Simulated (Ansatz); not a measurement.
Reaction (formal exchange of groups at a C–I bond): `FCC(F)I` + `CC(F)F` → `CC(F)(F)C(F)CF` + HI

Gas-phase electronic energies from Ansatz, PBE0-D4/def2-TZVP geometries. CCSD(T)/CBS adds triple-zeta CCSD(T) − MP2 to the extrapolated MP2 energy (def2 sets, frozen cores). DFT in def2-TZVPP. B3LYP here is the variant with VWN-RPA as its local correlation; programs differ in this. HSE06 is defined as in plane-wave codes. def2 core potentials past Kr. For I outer-core shells are correlated without core-valence functions, which leaves a few kJ/mol of doubt a bond. One conformer a species, not always the lowest.

```
         level  ΔE (eV)
        B97M-V    -0.30
    r2SCAN0-D4    -0.29
      HSE06-D4    -0.22
         B3LYP    -0.15
     CAM-B3LYP    -0.28
       LC-ωPBE    -0.32
 CCSD/def2-SVP    -0.56
MP2/def2-QZVPP    -0.16
```

**Question.** What does CCSD(T)/CBS give? (Best estimate.)

**Answer.** The calculation gave: -0.22 eV. The listed levels differ from it by -0.08, -0.07, 0.00, 0.07, -0.06, -0.10, -0.34, 0.06 eV.

Largest T1 diagnostic among the species: 0.011.

From r2SCAN to r2SCAN0 (25 % exact exchange), in def2-TZVPP and without D4, ΔE moves by −0.05 eV. Leaving LDA and LC-ωPBE aside and taking each functional with its dispersion term where it has one, the values, not all of them listed here, spread over 0.22 eV, from ωB97X-V to BLYP-D4. LDA lies −0.22 eV from PBE without D4.
